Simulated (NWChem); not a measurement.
System: CH₅ClOSi; SMILES C[Si@@H](Cl)O

```xyz
9

C     -1.4353    -1.2645     0.2402
Si     0.1009    -0.4198    -0.3854
O      1.4932    -1.0315     0.2711
Cl    -0.0693     1.5999     0.0844
H     -1.5664    -1.1042     1.3216
H     -1.3803    -2.3485     0.0527
H     -2.3272    -0.8687    -0.2696
H      0.2694    -0.5418    -1.8524
H      1.6238    -0.9316     1.2187
```
Atoms are numbered in this order, from 1.

Level: PBE0/def2-SVP (NWChem), optimised geometry, unscaled harmonic frequencies. 

```json
[
 {"frequency (cm⁻¹)": "160", "IR intensity (km/mol)": "4.7"},
 {"frequency (cm⁻¹)": "175", "IR intensity (km/mol)": "44.8"},
 {"frequency (cm⁻¹)": "196", "IR intensity (km/mol)": "4.8"},
 {"frequency (cm⁻¹)": "278", "IR intensity (km/mol)": "29.1"},
 {"frequency (cm⁻¹)": "290", "IR intensity (km/mol)": "77.9"},
 {"frequency (cm⁻¹)": "525", "IR intensity (km/mol)": "69.3"},
 {"frequency (cm⁻¹)": "668", "IR intensity (km/mol)": "7.7"},
 {"frequency (cm⁻¹)": "728", "IR intensity (km/mol)": "85.0"},
 {"frequency (cm⁻¹)": "741", "IR intensity (km/mol)": "18.7"},
 {"frequency (cm⁻¹)": "809", "IR intensity (km/mol)": "125.4"},
 {"frequency (cm⁻¹)": "881", "IR intensity (km/mol)": "248.6"},
 {"frequency (cm⁻¹)": "893", "IR intensity (km/mol)": "54.9"},
 {"frequency (cm⁻¹)": "942", "IR intensity (km/mol)": "156.2"},
 {"frequency (cm⁻¹)": "1269", "IR intensity (km/mol)": "38.2"},
 {"frequency (cm⁻¹)": "1423", "IR intensity (km/mol)": "5.0"},
 {"frequency (cm⁻¹)": "1425", "IR intensity (km/mol)": "4.3"},
 {"frequency (cm⁻¹)": "2299", "IR intensity (km/mol)": "114.2"},
 {"frequency (cm⁻¹)": "3060", "IR intensity (km/mol)": "0.2"},
 {"frequency (cm⁻¹)": "3168", "IR intensity (km/mol)": "1.2"},
 {"frequency (cm⁻¹)": "3170", "IR intensity (km/mol)": "0.9"},
 {"frequency (cm⁻¹)": "3933", "IR intensity (km/mol)": "108.3"}
]
```

```yaml
zero_point_energy: 38.6 kcal/mol
thermal correction to the enthalpy at 298.15 K (with zero-point energy): 43.2 kcal/mol
heat capacity Cv: 21.1 cal/(mol K)
entropy at 298.15 K and 1 atm (symmetry number 1): 78.2 cal/(mol K)
dipole_moment: 2.09 D
```

Rigid rotor and harmonic oscillator.
